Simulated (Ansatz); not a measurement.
Bi₃Te (the lowest doublet isomer of a short search) was relaxed with PBE-D4 (def2-SVP) in Ansatz in these states: charge +1 singlet, neutral doublet, neutral quartet. The geometries follow in no particular order.

In the def2 sets Bi, Te take a core potential; there is no spin–orbit coupling.

A:

```xyz
4

Bi   -1.498    0.729    1.164
Bi    0.764   -1.665   -0.880
Bi    1.477    0.241    1.352
Te   -0.743    0.694   -1.635
```

B:

```xyz
4

Bi    0.112   -1.845    0.033
Bi    1.333    0.742    1.044
Bi   -1.661    0.551    0.595
Te    0.216    0.551   -1.672
```

C:

```
atom   x (Å)   y (Å)   z (Å)
 Bi1  -1.252   0.448  -1.129
 Bi2   1.171   1.214   0.444
 Bi3   1.121  -1.420  -1.035
 Te4  -1.040  -0.242   1.720
```

Problem. Judge from the bond lengths which geometry belongs to which state (an estimate).

Solution. A is the neutral quartet (Bi1–Bi2 3.877 Å, Bi2–Te4 2.899 Å, Bi1–Te4 2.899 Å); B is the charge +1 singlet (Bi1–Bi2 3.034 Å, Bi2–Te4 2.943 Å, Bi1–Te4 2.943 Å); C is the neutral doublet (Bi1–Bi2 2.988 Å, Bi2–Te4 2.939 Å, Bi1–Te4 2.939 Å).
